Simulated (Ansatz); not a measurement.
Process, species as SMILES: CC1=CC=C(C)[N]1 -> [CH2]c1ccc(C)[nH]1
Each molecule is optimised on its own at B3LYP-D3(BJ)/def2-TZVP (Ansatz, a first-principles code), one conformer each, not searched for the lowest. Frequencies are from Ansatz. Markedly spin-contaminated UHF reference, which strains HF, MP2 and, less, CCSD(T): CC1=CC=C(C)[N]1, [CH2]c1ccc(C)[nH]1.

Wanted: isomerisation energy (enthalpy at 298 K, with B3LYP-D3(BJ) rigid-rotor harmonic-oscillator terms), in kcal/mol. Valence correlation only, unless marked. Open shells are spin-unrestricted. No spin-orbit coupling. No relativistic terms. 

```tsv
level	program	isomerisation energy (kcal/mol)
HF/cc-pVTZ	Ansatz	-0.9
B3LYP-D4/def2-TZVPD	Ansatz + dftd4	-3.6
PBE0/def2-QZVPP	Ansatz	-3.8
RI-MP2/cc-pVTZ	Ansatz	3.7
CCSD(T)/cc-pwCVTZ	Ansatz	-0.4
CCSD(T) with core electrons/cc-pwCVTZ	Ansatz	-0.7
```
